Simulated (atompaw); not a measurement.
## Before and after: PAW (atompaw) potential for sulfur (S)

atompaw 4.2.0.5 input, output lines left out:

```
S 16
GGA-PBE loggrid 1500 logderivrange -3 5 201
3 3 0 0 0 0
3 0 1
3 1 5
0 0 0
c
c
v
c
v
2
1.50 1.10 1.05 0.80
y
-0.15
n
y
2.05
n
y
0.3
y
1.95
n
custom rrkj gramschmidtortho sinc
3 0 troulliermartins
1.50
1.50
1.25
1.25
1.40
1.50
```

Change: all radii scaled by about 1.16 (s 1.74, p 1.46, d 1.62 bohr); local potential troulliermartins scheme with l = 3 at 0 Ry, radius 1.22 bohr; augmentation sinc compensation charge, radius 1.28 bohr; PAW radius 1.74 bohr; waves and projectors: custom rrkj gramschmidtortho; core correction smooth core density matched at 0.92 bohr.

Cutoffs: the cutoffs (Ry, on a coarse ladder) from which the occupation-weighted sum of valence levels, in a spherical-Bessel basis at the reference potential, stays within 10 and 1 mRy of its value at 400 Ry; they do not see the model core or the augmentation charge, which bear on the density cutoff.

What does the change do?

The potential gets softer (25 Ry and 35 Ry → 15 Ry and 35 Ry); neither file shows a bound ghost. A larger radius leaves more room for a smooth pseudo-wave, so fewer plane waves are needed.

```csv
quantity,base,changed
"cutoff, loose",25 Ry,15 Ry
"cutoff, tight",35 Ry,35 Ry
loose cutoff by channel (10 mRy a level),"s 6 Ry, p 10 Ry","s 6 Ry, p 12 Ry"
bound ghosts,none,none
lowest overlap eigenvalue by channel,"s 0.36, p 0.74, d 0.12","s 0.33, p 0.71, d 0.62"
```

 The cutoffs see the waves, projectors and local potential, not the compensation charge or the core.
